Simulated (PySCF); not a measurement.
PySCF input file for In(H)(F)(NH2) (FH3InN), SMILES [NH2][InH][F], IEF-PCM-M06-2X/def2-SVP. The structure is a stationary point at B3LYP-D3(BJ)/def2-TZVP. The def2 effective core potentials stand for the cores of In; spin–orbit coupling is left out. One conformer was computed; it need not be the lowest.

```python
import numpy as np
from pyscf import gto, scf, dft
from pyscf.solvent import pcm

mol = gto.M(
    atom='''
    In   -0.19071434   -0.11297689   -0.20521929
    H    -1.35925401   -0.49239854   -1.36956634
    F     0.29563318    1.79412491   -0.03835195
    N     0.78595556   -1.06810413    1.26917628
    H     1.57199996   -0.58397223    1.67909743
    H     0.96986928   -2.05815676    1.20714771
    ''',
    basis='def2-SVP',
    ecp={'In': 'def2-svp'},
    charge=0,
    spin=0,
    max_memory=1600,
    verbose=3,
)
mf = dft.RKS(mol, xc='m06-2x').density_fit(auxbasis='def2-universal-jkfit')
mf.grids.level = 4
mf.conv_tol = 1e-9
mf.max_cycle = 100
mf.kernel()
res = {}
for name, eps in {'water': 78.355, 'chloroform': 4.7113, 'acetonitrile': 35.688}.items():
    s = mf.PCM()
    s.with_solvent.method, s.with_solvent.eps, s.with_solvent.lebedev_order = 'IEF-PCM', eps, 29
    s.kernel(mf.make_rdm1())
    res[name] = (s.e_tot, eps, s.dip_moment(), s.mo_energy, s.converged)
    print(f'{name}: electrostatic solvation free energy {(s.e_tot - mf.e_tot) * 627.509474:.3f} kcal/mol')
```

Program output:

```
converged SCF energy = -346.28878778498

WARN: PCM is an experimental feature. It is still in testing.
Features and APIs may be changed in the future.

converged SCF energy = -346.305320650504
Dipole moment(X, Y, Z, Debye):  0.10528, -4.03035, -0.84902
water: electrostatic solvation free energy -10.375 kcal/mol

WARN: PCM is an experimental feature. It is still in testing.
Features and APIs may be changed in the future.

converged SCF energy = -346.300693914961
Dipole moment(X, Y, Z, Debye):  0.09852, -3.87064, -0.76031
chloroform: electrostatic solvation free energy -7.471 kcal/mol

WARN: PCM is an experimental feature. It is still in testing.
Features and APIs may be changed in the future.

converged SCF energy = -346.304930050351
Dipole moment(X, Y, Z, Debye):  0.10441, -4.01686, -0.84096
acetonitrile: electrostatic solvation free energy -10.129 kcal/mol
```

Self-consistency was reached.

Cost: around 29 core-seconds (rough).
